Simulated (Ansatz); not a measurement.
Ansatz results at the PBE0-D4/def2-TZVP geometry: HOMO–LUMO gap (PBE0/def2-TZVPP) 7.75 eV; HOMO–LUMO gap (ωB97M-V/def2-TZVPP) 12.18 eV; LUMO energy (PBE/def2-TZVPP) -2.14 eV.

Each molecule was computed in one conformer, which needn't be the lowest.

Question: Which molecule gave them?
A. `[F][Ge]([Cl])([Cl])[Cl]`
B. `[CH3][Ge]([Cl])([Cl])[Cl]`
C. `O[Si](O)(O)[O][Ge]([Cl])([Cl])[O][Si](O)(O)O`
D. `[OH][Ge]([OH])([SiH3])[Cl]`

Answer: C. The others give `[OH][Ge]([OH])([SiH3])[Cl]`: 8.04, 11.97, -1.35; `[CH3][Ge]([Cl])([Cl])[Cl]`: 8.07, 12.38, -2.10; `[F][Ge]([Cl])([Cl])[Cl]`: 7.76, 12.15, -3.06.
